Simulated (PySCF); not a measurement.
SMILES CO[Si](OC)(OC)S[SiH3] (C₃H₁₂O₃SSi₂) (GFN2-xTB optimised geometry):

```
21

Si    -0.892    -2.478     0.000
S     -1.609    -0.450     0.000
Si    -0.950     0.155    -1.929
O     -0.242     1.615    -1.868
C      0.613     2.133    -0.879
O     -0.001    -1.097    -2.339
C      0.610    -1.304    -3.588
O     -2.098     0.262    -3.061
C     -3.139     1.204    -3.128
H      0.564    -2.478     0.000
H     -1.463    -3.211    -1.119
H     -1.418    -2.948     1.275
H      0.671     3.211    -1.031
H      1.609     1.695    -0.970
H      0.219     1.919     0.116
H     -0.142    -1.330    -4.377
H      1.322    -0.504    -3.802
H      1.132    -2.259    -3.540
H     -3.799     1.100    -2.265
H     -2.735     2.217    -3.147
H     -3.694     1.008    -4.045
```

Calculation: PBE0/def2-SVP run with PySCF.

Problem. What are the frontier orbital energies and the dipole moment?

Solution. HOMO-2 -8.24 eV, HOMO-1 -8.15 eV, HOMO -7.13 eV, LUMO 0.62 eV, LUMO+1 1.66 eV; dipole moment 1.89 D.

On the same geometry PBE/def2-SVP in PySCF gives HOMO-2 -6.71 eV, HOMO-1 -6.55 eV, HOMO -5.85 eV, LUMO -0.26 eV, LUMO+1 0.71 eV; dipole moment 1.88 D.

Meta-Löwdin charges at PBE0/def2-SVP: Si1 0.48, S2 -0.45, Si3 1.33, O4 -0.60, C5 -0.07, O6 -0.60, C7 -0.08, O8 -0.60, C9 -0.07, H10 -0.09, H11 -0.09, H12 -0.10, H13 0.11, H14 0.10, H15 0.10, H16 0.10, H17 0.10, H18 0.11, H19 0.10, H20 0.10, H21 0.11.
